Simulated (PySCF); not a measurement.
Correlation energy of Tc(2+) (technetium, charge +2)

[Kr] 4d5, high-spin 6S determinant. Computed with PySCF 2.14 in ANO-RCC-VTZP, with the spin-free X2C one-electron Hamiltonian (Gaussian nucleus). Frozen: [Kr]; 5 electrons correlated.

| level | correlation energy (mhartree) |
| --- | --- |
| CCSD | -66.19 |
| (T) | -0.81 |
| CCSD(T) | -67.00 |

Diagnostics: T1 = 0.0010, D1 = 0.0015, largest double amplitude 0.032.

Task: Is a single reference adequate?

Result: Yes, within this model without spin-orbit coupling: T1 lies below 0.03 and no double amplitude reaches 0.07.
